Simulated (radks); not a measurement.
The boron ion B+ inside a hard spherical wall (all orbitals vanish at R), configuration held at [He] 2s2 and not refilled when levels cross. All-electron calculation, scalar-relativistic Kohn-Sham, r2SCAN, spin-polarised, spherical densities, finite nucleus; meta-GGA in the generalised Kohn-Sham scheme; Fermi nuclear charge, rms radius 2.406 fm. Program: a radial shooting solver on a logarithmic mesh with Libxc functionals. Eigenvalues in eV for spin up, with the zero of energy where the potential of the charges vanishes at infinity; a dash marks a level that is unbound or too diffuse for the functional's potential to be trusted. A positive occupied level is held by the wall or, in an anion where self-interaction has pushed it up, behind a barrier. The pressure on the wall is -dE/dV.

| R (bohr) | E (hartree) | kinetic (hartree) | e(1s) | e(2s) | e(2p, empty) | e(3s, empty) | pressure (GPa) |
|---|---|---|---|---|---|---|---|
| free | -24.32398 | 24.263 | -196.79 | -19.732 | -12.963 | - | 0 |
| 20 | -24.32398 | 24.263 | -196.79 | -19.732 | -12.963 | - | < 0.0001 |
| 15 | -24.32398 | 24.263 | -196.79 | -19.732 | -12.963 | - | < 0.0001 |
| 10 | -24.32398 | 24.263 | -196.79 | -19.732 | -12.963 | -1.700 | < 0.0001 |
| 8 | -24.32397 | 24.263 | -196.79 | -19.731 | -12.961 | -1.107 | 0.000825 |
| 6 | -24.32324 | 24.271 | -196.73 | -19.692 | -12.899 | 1.246 | 0.101 |
| 5 | -24.31825 | 24.314 | -196.44 | -19.497 | -12.627 | 5.317 | 1.07 |
| 4 | -24.28407 | 24.523 | -195.21 | -18.526 | -11.427 | 15.972 | 11.0 |
| 3.5 | -24.22226 | 24.818 | -193.66 | -17.098 | -9.826 | 27.133 | 36.1 |
| 2 | -22.60163 | 29.511 | -177.45 | 10.499 | 13.948 | 158.64 | 2040 |
| 1.5 | -19.25121 | 36.906 | -160.92 | 61.761 | 49.544 | 339.00 | 12300 |
